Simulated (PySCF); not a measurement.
A run for PySCF: R-B3LYP/6-311+G** on Si2H6 (SMILES [SiH3][SiH3]).

```python
from pyscf import gto, scf, dft, mp
from pyscf.data.elements import chemcore

mol = gto.M(
    atom='''
    Si    1.05887991    0.45347875    4.16453342
    Si   -1.12660574   -0.29619387    3.76817541
    H     1.78718792   -0.52480547    5.00905104
    H     1.02944909    1.75722643    4.87169384
    H     1.79857404    0.62267042    2.89152055
    H    -1.10975219   -1.60765492    3.07706994
    H    -1.86694586    0.67584700    2.92875420
    H    -1.84534063   -0.45123759    5.05689652
    ''',
    basis='6-311+g**',
    charge=0, spin=0, verbose=3, max_memory=1800)
mf = dft.RKS(mol, xc='b3lyp')
mf.conv_tol = 1e-8
mf.max_cycle = 100
mf.kernel()
if not mf.converged:
    mf = mf.newton().run(mf.mo_coeff, mf.mo_occ)
```

Output:

```
converged SCF energy = -582.638471150048
```

The calculation finished and met its thresholds.

Cost: around 5 core-seconds (rough).
